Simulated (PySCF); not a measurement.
## Dipole response of Zr (zirconium, neutral)

[Kr] 4d2 5s2, high-spin 3F determinant. Computed with PySCF 2.14 in aug-cc-pwCVDZ-PP with ECP28MDF, with a scalar-relativistic core potential. Coupled (time-dependent) response in atomic units; α is the mean over directions. A double-zeta set is small for polarisabilities.

```csv
method,mean α (bohr³),C₆ (like pair),S(−4)
UHF,193.8,2518,194300
PBE,120.5,1670,6591
PBE0,126.5,1779,7465
r2SCANh,125.7,1829,7052
B97-3,125.7,1775,6969
```

S(−4) is the Cauchy moment in α(ω) = α(0) + S(−4) ω² + …

Reference α: 112 ± 13 bohr³ (recommended; Schwerdtfeger and Nagle, table of static dipole polarizabilities (2023 update)). Published C₆: 1360 (Gould and Bucko (2016)).

Spin-orbit coupling is absent.

Hartree-Fock lies above the reference because it lacks correlation, which contracts the outer shell.

α(iu) at PBE:

```tsv
u (hartree)	α(iu) (bohr³)
0	120.5
0.0500	106.5
0.100	80.74
0.200	44.42
0.300	27.58
0.500	14.28
0.750	8.372
1.00	5.712
1.50	3.247
2.00	2.102
3.00	1.075
5.00	0.4266
```

A single London oscillator, α(iu) = α/(1 + u²/ω²), gives C₆ = (3/4) ω α². Matching the computed C₆ needs ω = 4 × 1670 / (3 × 120.5²) = 0.153 hartree.

Energies and moments cover only the electrons outside the core potential.
